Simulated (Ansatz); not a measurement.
Total energies of CH₇B₂GaO (`[BH2][Ga]([CH3])[BH]O`).

```
atom   x (Å)   y (Å)   z (Å)
  B1   0.897   0.944   2.125
 Ga2   0.110   0.112   0.409
  C3   0.956   0.431  -1.373
  B4  -1.639  -1.123   0.243
  O5  -2.065  -1.516  -0.981
  H6   0.563   2.023   2.531
  H7   1.705   0.374   2.806
  H8   1.120  -0.515  -1.899
  H9   1.909   0.958  -1.317
 H10   0.280   1.032  -1.992
 H11  -2.319  -1.527   1.149
 H12  -1.516  -1.193  -1.701
```

Total charge 0; spin multiplicity 1. Correlated methods include outer-core shells of Ga, which these sets cover unevenly. Scalar relativity is left out up to krypton. Geometry: relaxed with PBE0-D4/def2-TZVP. It is one conformer, not always the lowest. Basis def2-TZVPP, Ansatz.

RPA on PBE orbitals: Hartree–Fock energy of these orbitals -2089.40417 Eh, correlation -1.41199 Eh (frozen core).

```tsv
functional	energy without D4 (Eh)	D4 term (kJ/mol)
revPBE	-2091.94935	-59.1
BLYP	-2092.14399	-45.9
B3LYP	-2092.21183	-34.6
r2SCANh	-2092.01223	-5.8
HSE06 (plane-wave form)	-2091.67011	-17.3
BHLYP	-2092.02843	-28.7
ωB97X-V	-2091.91774	–
ωB97M-V	-2091.95503	–
B2PLYP	-2091.63386	–
PBE-QIDH	-2091.31918	–
```

Q: Give the same for LDA (SPW92), PBE, r2SCAN, B97M-V, PBE0, r2SCAN0, CAM-B3LYP, LC-ωPBE. (An estimate is asked.)

A: Ansatz gave: 
```tsv
functional	energy without D4 (Eh)	D4 term (kJ/mol)
LDA (SPW92)	-2087.58784	–
PBE	-2091.61803	-21.5
r2SCAN	-2092.02996	-5.4
B97M-V	-2091.77028	–
PBE0	-2091.68085	-18.4
r2SCAN0	-2091.98738	-6.4
CAM-B3LYP	-2092.17563	-18.9
LC-ωPBE	-2091.77930	–
```

B3LYP takes the VWN-RPA correlation (the form of Gaussian; ORCA's B3LYP/G). HSE06 is the plane-wave form, built on full-range PBE exchange. The double hybrids freeze the cores in their second-order part.

LC-ωPBE has ω = 0.4 bohr⁻¹.
